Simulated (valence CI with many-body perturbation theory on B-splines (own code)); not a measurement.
Level structure of Eu XV

Computed by valence CI with perturbative core correlation (CI+MBPT): three valence electrons over a frozen Dirac-Fock core [Kr] 4d10, radial functions for each j: 7 s, 7 p, 7 d, 7 f, 4 g, 2 h, with the one-electron correlation potential Σ1 (screened to all orders), the two-electron term Σ2, the three-electron term Σ3, Breit, model QED; selected single and double excitations, second order for the rest, scaled by the run's own slope (own B-spline code, finite nucleus).

No measured levels were compared; by estimate terms of the open shell hold to a few per cent of their energy, and close levels can change places; configurations with another count of f electrons can be misplaced by thousands of cm⁻¹.

Levels 46 to 90 of 201, with energies above the lowest level, 4f²5s ⁴H_7/2. "Leading %" is the weight of the configuration and term that name the level; weights of strongly mixed levels are sums over their largest components and can fall short. In the jj column 3d3/2^4 stands for four electrons in 3d with j = 3/2. Lifetimes count E1, E2, E3, M1 and M2 decay at the calculated energies, and are blank where another channel may lead or the interval is too uncertain; long ones can be off by a factor of two.

| No. | Configuration | Term | J | E (cm⁻¹) | Leading % | Lifetime | Leading jj |
| --- | --- | --- | --- | --- | --- | --- | --- |
| 46 | 4f³ | ²P° | 3/2 | 50380 | 51 | 1.73 ms | 4f7/2^3 (72 %) |
| 47 | 4f²5s | ²P | 1/2 | 52875 | 98 | 715 μs | 4f5/2 4f7/2 5s (73 %) |
| 48 | 4f³ | ⁴D° | 3/2 | 53170 | 75 | 338 μs | 4f5/2^2 4f7/2 (75 %) |
| 49 | 4f³ | ⁴D° | 5/2 | 53386 | 73 | 278 μs | 4f5/2^2 4f7/2 (66 %) |
| 50 | 4f³ | ²I° | 11/2 | 53457 | 82 | 175 μs | 4f5/2^2 4f7/2 (73 %) |
| 51 | 4f³ | ⁴D° | 1/2 | 54856 | 92 | 412 μs | 4f5/2 4f7/2^2 (56 %) |
| 52 | 4f³ | ²L° | 15/2 | 55050 | 93 | 67.0 ms | 4f5/2 4f7/2^2 (45 %) |
| 53 | 4f²5s | ²P | 3/2 | 55930 | 94 | 857 μs | 4f7/2^2 5s (52 %) |
| 54 | 4f³ | ²I° | 13/2 | 56483 | 99 | 175 μs | 4f5/2 4f7/2^2 (88 %) |
| 55 | 4f³ | ²L° | 17/2 | 57921 | 100 | 181 ms | 4f5/2 4f7/2^2 (100 %) |
| 56 | 4f³ | ⁴D° | 7/2 | 58391 | 98 | 220 μs | 4f5/2 4f7/2^2 (68 %) |
| 57 | 4f³ | ²H° | 9/2 | 60400 | 98 | 286 μs | 4f5/2 4f7/2^2 (52 %) |
| 58 | 4f³ | ²D° | 3/2 | 62894 | 77 | 299 μs | 4f5/2 4f7/2^2 (68 %) |
| 59 | 4f³ | ²H° | 11/2 | 63613 | 80 | 261 μs | 4f5/2 4f7/2^2 (50 %) |
| 60 | 4f³ | ²D° | 5/2 | 64868 | 53 | 337 μs | 4f5/2 4f7/2^2 (54 %) |
| 61 | 4f³ | ²F° | 5/2 | 72851 | 72 | 282 μs | 4f7/2^3 (48 %) |
| 62 | 4f³ | ²F° | 7/2 | 75438 | 94 | 409 μs | 4f7/2^3 (39 %) |
| 63 | 4f³ | ²G° | 9/2 | 87340 | 99 | 39.1 μs | 4f5/2 4f7/2^2 (64 %) |
| 64 | 4f³ | ²G° | 7/2 | 89344 | 98 | 31.6 μs | 4f5/2 4f7/2^2 (56 %) |
| 65 | 4f²5s | ²S | 1/2 | 96644 | 98 | 22.9 μs | 4f7/2^2 5s (70 %) |
| 66 | 4f³ | ²F° | 7/2 | 122820 | 97 | 14.7 μs | 4f5/2^2 4f7/2 (53 %) |
| 67 | 4f³ | ²F° | 5/2 | 125240 | 99 | 17.6 μs | 4f5/2 4f7/2^2 (86 %) |
| 68 | 4f²5p | ⁴I° | 9/2 | 205910 | 61 | 178 ps | 4f5/2^2 5p1/2 (95 %) |
| 69 | 4f²5p | ⁴H° | 7/2 | 211760 | 53 | 165 ps | 4f5/2^2 5p1/2 (82 %) |
| 70 | 4f²5p | ⁴I° | 11/2 | 214900 | 52 | 170 ps | 4f5/2 4f7/2 5p1/2 (97 %) |
| 71 | 4f²5p | ⁴H° | 9/2 | 215430 | 40 | 170 ps | 4f5/2 4f7/2 5p1/2 (97 %) |
| 72 | 4f²5p | ⁴G° | 5/2 | 216890 | 76 | 170 ps | 4f5/2^2 5p1/2 (74 %) |
| 73 | 4f²5p | ²D° | 3/2 | 219650 | 47 | 174 ps | 4f5/2^2 5p1/2 (66 %) |
| 74 | 4f5s5p | ⁴G | 5/2 | 219830 | 56 | 16.9 ns | 4f5/2 5s 5p1/2 (98 %) |
| 75 | 4f²5p | ⁴G° | 7/2 | 220940 | 44 | 172 ps | 4f5/2 4f7/2 5p1/2 (92 %) |
| 76 | 4f²5p | ⁴G° | 11/2 | 221430 | 51 | 168 ps | 4f7/2^2 5p1/2 (79 %) |
| 77 | 4f²5p | ⁴F° | 5/2 | 222990 | 31 | 172 ps | 4f5/2 4f7/2 5p1/2 (93 %) |
| 78 | 4f²5p | ⁴H° | 13/2 | 223250 | 38 | 165 ps | 4f7/2^2 5p1/2 (72 %) |
| 79 | 4f²5p | ²G° | 9/2 | 224020 | 30 | 167 ps | 4f5/2 4f7/2 5p1/2 (92 %) |
| 80 | 4f²5p | ⁴D° | 7/2 | 227190 | 38 | 162 ps | 4f5/2 4f7/2 5p1/2 (87 %) |
| 81 | 4f5s5p | ⁴G | 7/2 | 227280 | 43 | 4.57 ns | 4f7/2 5s 5p1/2 (66 %) |
| 82 | 4f5s5p | ⁴F | 3/2 | 229900 | 74 | 1.62 ns | 4f5/2 5s 5p1/2 (87 %) |
| 83 | 4f²5p | ²F° | 7/2 | 231360 | 38 | 167 ps | 4f7/2^2 5p1/2 (92 %) |
| 84 | 4f5s5p | ²F | 7/2 | 231980 | 44 | 1.36 ns | 4f5/2 5s 5p1/2 (58 %) |
| 85 | 4f5s5p | ⁴F | 5/2 | 233560 | 37 | 1.08 ns | 4f5/2 5s 5p1/2 (60 %) |
| 86 | 4f²5p | ²H° | 9/2 | 234460 | 40 | 164 ps | 4f7/2^2 5p1/2 (95 %) |
| 87 | 4f5s5p | ⁴F | 9/2 | 238290 | 44 | 1.38 ns | 4f7/2 5s 5p1/2 (89 %) |
| 88 | 4f²5p | ²P° | 3/2 | 241960 | 44 | 171 ps | 4f5/2 4f7/2 5p1/2 (53 %) |
| 89 | 4f²5p | ²F° | 5/2 | 242000 | 58 | 164 ps | 4f5/2 4f7/2 5p1/2 (58 %) |
| 90 | 4f5s5p | ²F | 5/2 | 242720 | 48 | 1.05 ns | 4f7/2 5s 5p1/2 (57 %) |

Names give the largest LS component (configuration and term), which can be under half, so a name can repeat, a term be missing and a line seem to break the LS rules; names also repeat where a configuration has a term twice.

Where two levels of one J and parity lie close, their mixing, g and order are uncertain.
